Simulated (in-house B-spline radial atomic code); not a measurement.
A fraction x of an electron is removed from 5s in Te3+, starting from [Kr] 4d10 5s2 5p1 and keeping the highest spin. Level of theory: scalar-relativistic (X2C) BLYP, spin-polarised, spherical fractional occupations, Fermi nucleus of rms radius 4.7423 fm; calculated with a radial B-spline atomic code at the basis-set limit.

| x | E(x) - E(0) (eV) | 5s down level (eV) |
| --- | --- | --- |
| 0 | 0.0000 | -42.202 |
| 0.01 | 0.4226 | -42.308 |
| 0.18 | ? | ? |
| 0.37 | 16.3450 | -46.161 |
| 0.5 | ? | ? |
| 0.62 | 28.2249 | -48.886 |
| 0.66 | 30.1892 | -49.326 |
| 0.8 | 37.2033 | -50.879 |
| 0.93 | 43.9122 | -52.335 |
| 1 | 47.6031 | - |

Task: What belongs in the row x = 0.18?

Result: An energy change of 7.7687 eV; 5s down at -44.119 eV.

Task: What belongs in the row x = 0.5?

Result: An energy change of 22.4375 eV; 5s down at -47.572 eV.

Task: Check Janak's theorem between x = 0.62 and 0.66.

Result: The slope of the energy is 49.11 eV; the orbital levels give 49.11 eV (-ε of the emptying orbital, averaged over the two points).
